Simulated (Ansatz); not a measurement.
Spectroscopic constants of BH-, multiplicity 4 (an upper state: multiplicity 2 came lower at CCSD(T)/def2-TZVPP on PBE0 minima).

Constants: fifth-degree fit in 1/R to seven points, most abundant isotopes. Runs in def2 and cc sets follow the lowest solution found near the PBE0 minimum.

Programs: Ansatz (a quantum-chemistry and plane-wave program). Each number belongs to the level named beside it.

Energies at wB97X-V/def2-TZVPP:

```
R (Å)      E (hartree)
--------  ------------
1.121151  -25.24651624
1.151290  -25.24860155
1.179017  -25.24966242
1.210361  -25.25001104
1.241705  -25.24958755
1.277871  -25.24829384
1.320065  -25.24589327
```

Q: With a reduced mass of 0.9233 u, find the minimum, the force constant and the constants.

A: A fifth-degree polynomial in 1/R puts the minimum at r_e = 1.2080 Å with force constant 346 N/m. Then ω_e = (1/2πc)√(k/μ) = 2523 cm⁻¹ and B_e = h/(8π²cμr_e²) = 12.51 cm⁻¹; the cubic and quartic terms give α_e = 0.41 and ω_e x_e = 52 cm⁻¹.
